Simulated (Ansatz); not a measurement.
A made-up structure of CH₃OSe (charge +1), singlet:

O1  (-0.839, -0.746, -0.520)
C2  (0.295, -0.172, -0.545)
Se3  (1.089, 0.946, 0.637)
H4  (-1.394, -0.569, 0.260)
H5  (0.876, -0.402, -1.438)
H6  (0.418, -1.157, -0.916)
(Å)

It is relaxed with PBE-D4/def2-SVP and then PBE0-D4/def2-TZVP (Ansatz 0.2.0). Atoms count as bonded within 1.22 times the sum of their covalent radii (H–H: 0.88 Å). The end point is not checked to be a true minimum.

Question: Does its bonding change? (Judge from chemistry; the calculation decides.)

Answer: The calculation gives: Yes. Formed: Se3–H5; broken: C2–H5.

Where it ends: The first stage lowers the energy by 4.43 eV in 23 steps. It ends as CH₃OSe ([OH][CH][SeH]), total charge +1:
```json
{"atom": "O1", "x (Å)": "-1.0167", "y (Å)": "-1.2217", "z (Å)": "-0.0414"}
{"atom": "C2", "x (Å)": "0.0559", "y (Å)": "-0.6984", "z (Å)": "-0.4821"}
{"atom": "Se3", "x (Å)": "0.5293", "y (Å)": "1.0503", "z (Å)": "-0.3670"}
{"atom": "H4", "x (Å)": "-1.6443", "y (Å)": "-0.6222", "z (Å)": "0.4012"}
{"atom": "H5", "x (Å)": "1.8021", "y (Å)": "0.8067", "z (Å)": "-1.0662"}
{"atom": "H6", "x (Å)": "0.7188", "y (Å)": "-1.4140", "z (Å)": "-0.9664"}
```

Labels in which every atom is bracketed show which atoms are joined, not bond orders.

For scale, one of the runs: PBE0-D4/def2-TZVP relaxation, 128 basis functions, launched by `ansatz run in.yaml --threads 2 --pin off --events-out ev --progress --plain --max-ram 4352MiB`. The run took about 28 s on 2 CPU threads of an Intel Xeon Platinum 8259CL (shared host).
